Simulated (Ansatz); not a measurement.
`[AlH2][C]#C[O][SbH2]` + H₂ → `C#C[O][SbH2]` + `[AlH3]`  (hydrogenolysis of a C–Al bond)

Isolated molecules relaxed with PBE0-D4/def2-TZVP in Ansatz; ΔE leaves out vibrations. CBS: MP2 limit from def2 TZ/QZ plus the TZ coupled-cluster correction, frozen cores. This one scheme is used for every species. Elements past krypton have def2 core potentials. For Sb outer-core shells are correlated without core-valence functions, which leaves a few kJ/mol of doubt a bond.

`[AlH2][C]#C[O][SbH2]`:

```xyz
9

Al    1.552    0.640   -1.926
C     0.862    0.196   -0.241
C     0.431   -0.092    0.865
O    -0.001   -0.390    2.025
Sb   -1.975   -0.789    2.290
H     3.094    0.964   -2.097
H     0.584    0.691   -3.182
H    -2.068   -1.783    0.900
H    -2.478    0.562    1.367
```

H₂:

Z-matrix (Å, degrees):
```
H
H 1 0.746
```

`C#C[O][SbH2]`:

```xyz
7

C     1.382    0.483   -1.136
C     0.816    0.599   -0.082
O     0.225    0.737    1.049
Sb   -1.427   -0.351    1.450
H     1.897    0.395   -2.061
H    -2.140   -0.052   -0.078
H    -0.754   -1.811    0.858
```

`[AlH3]`:

Z-matrix (Å, degrees):
```
Al
H 1 1.586
H 1 1.586 2 120.0
H 1 1.586 2 120.0 3 -179.9
```

| level | ΔE (kcal/mol) |
| --- | --- |
| HF/def2-TZVPP | 11.2 |
| MP2/CBS(def2) | 17.8 |

Q: What does CCSD(T)/CBS give? (Estimate.)

A: The calculation gave: +15.9 kcal/mol. The listed levels differ from it by -4.7, 1.9 kcal/mol.

Q: What do rigid-rotor, harmonic-oscillator terms from PBE0-D4/def2-TZVP frequencies (298.15 K, 1 bar) make of the CCSD(T)/CBS value? (An estimate is asked.)

A: Computed: ΔZPE = +2.3 kcal/mol, ΔH = +17.0 kcal/mol, ΔS = 11 J/(mol·K), ΔG = +16.3 kcal/mol.

Largest T1 diagnostic among the species: 0.015.

From BLYP to BHLYP (50 % exact exchange), in def2-TZVPP and without D4, ΔE moves by −2.0 kcal/mol. The D4 term adds +1.4 kcal/mol with B3LYP and +0.8 kcal/mol with PBE0; it sums over pairs of atoms, weighted by their polarisabilities, and B3LYP, whose exchange is more repulsive, gets the larger term. Leaving LDA and LC-ωPBE aside and taking each functional with its dispersion term where it has one, the values, not all of them listed here, spread over 4.1 kcal/mol, from CAM-B3LYP-D4 to r2SCAN-D4.

CCSD(T)/CBS has its own doubt, a few kJ/mol and more with outer-core shells, so smaller differences from it don't rank the levels.

B3LYP here is the variant with VWN-RPA as its local correlation; programs differ in this.
